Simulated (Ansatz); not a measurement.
`NC[SiH2]O` → `CO[SiH2]N`  (isomerisation)

Isolated molecules relaxed with PBE0-D4/def2-TZVP in Ansatz; ΔE leaves out vibrations. CCSD(T)/CBS is the MP2 limit (def2-TZVPP, def2-QZVPP) plus CCSD(T) − MP2 in def2-TZVPP, frozen cores. This one scheme is used for every species. Functionals use def2-TZVPP. B3LYP here is the variant with VWN-RPA as its local correlation; programs differ in this. One conformer a species, not always the lowest.

| level | ΔE (kJ/mol) | difference from CCSD(T)/CBS |
| --- | --- | --- |
| PBE-D4 | -50.0 | 7.2 |
| ωB97X-V | -58.1 | -0.9 |
| B2PLYP | -62.2 | -5.0 |
| PBE | -50.7 | 6.5 |
| r2SCAN | -58.0 | -0.8 |
| PBE0 | -52.9 | 4.3 |
| B3LYP | -63.2 | -6.0 |
| HF/def2-TZVPP | -74.5 | -17.3 |
| CCSD/def2-TZVPP | -59.0 | -1.8 |
| HF/CBS(def2) | -76.0 | -18.8 |
| CCSD(T)/CBS | -57.2 | 0 |

Largest T1 diagnostic among the species: 0.011.

In def2-TZVPP, CCSD(T) changes the Hartree–Fock value by +17.3 kJ/mol (the triples alone add +1.8 kJ/mol) and MP2 by +17.1 kJ/mol.
